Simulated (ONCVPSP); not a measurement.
# Before and after: ONCV potential for chromium

Cr, optimised norm-conserving Vanderbilt (ONCV), made with ONCVPSP 4.0.1 (Wu-Cohen, scalar-relativistic). Core [Ne], reference 3s2 3p6 3d5 4s1. Waves: 3s+4s: rc 1.45 bohr, ncon 4, nbas 8, qcut 9.9 1/bohr, 2 projectors; 3p: rc 1.45 bohr, ncon 4, nbas 9, qcut 9.6 1/bohr, 2 projectors, debl 1.4 Ha; 3d: rc 2.10 bohr, ncon 5, nbas 9, qcut 8.4 1/bohr, 2 projectors, debl 1.1 Ha. Local part: polynomial inside 1.40 bohr (lpopt 4, dvloc0 0 Ha). Core correction: Teter function, fcfact 3.25, rcfact 1.75.

In the p channel the program set the typed energies aside and used -1.667, 0.250 Ha.

Change: s: qcut 7.5.

Cutoffs: the cutoffs (Ha) at which the residual kinetic energy of the hardest occupied pseudo-wave falls to 1 and 0.1 mHa per electron; they do not see the model core or the augmentation charge, which bear on the density cutoff. Errors are all-electron minus pseudo energies relative to the spin-unpolarised reference configuration.

Q: Predict the effect on cutoff, ghosts and configuration errors.

A: The potential gets neither clearly harder nor softer (29 Ha and 35 Ha → 27 Ha and 33 Ha); the p channel sets the loose cutoff, while the largest relative change is in s, which becomes softer; of the 3 tests that both files solve, the error grows in 1 and shrinks in 0 by more than 15 % and 0.3 meV (median size 11.8 → 11.9 meV); neither file shows a bound ghost.

```csv
quantity,base,changed
"cutoff, loose",29 Ha,27 Ha
"cutoff, tight",35 Ha,33 Ha
loose cutoff by channel,"s 29 Ha, p 27 Ha, d 26 Ha","s 21 Ha, p 27 Ha, d 26 Ha"
bound ghosts,none,none
GHOST(+) flags under 300 eV,none,none
tests with a reliable result,3 of 4,3 of 4
"error for 3s2 3p6 3d5 4s0, meV [ΔE 6.84 eV]",+7.5,+7.3
"error for 3s2 3p6 3d4 4s0, meV [ΔE 22.86 eV]",+12,+12
"error for 3s1 3p6 3d5 4s1, meV [ΔE 80.07 eV]",-356,-446
s: phases at 1.47 bohr within 0.05 rad from the reference energy up to (Ha; the scan ends near 5),to the end of the scan,to the end of the scan
p: phases at 1.47 bohr within 0.05 rad from the reference energy up to (Ha; the scan ends near 5),to the end of the scan,to the end of the scan
d: phases at 2.13 bohr within 0.05 rad from the reference energy up to (Ha; the scan ends near 5),to the end of the scan,to the end of the scan
"rms error of d²Exc/dni dnj with the model core, mHa",2.14,2.36
```
